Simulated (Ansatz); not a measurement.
Harmonic frequencies (cm⁻¹) at PBE0-D4/def2-TZVP from Ansatz: 164, 368, 456, 678, 872, 976, 1180, 1242, 1452, 2387, 3117, 3178.

(1) Which molecule is it?
A. `N#CCBr`
B. `N=C=CBr`
C. `[NH2][SnH2][Br]`
D. `Cl[CH2][AlH][Cl]`

Results:

(1) A.
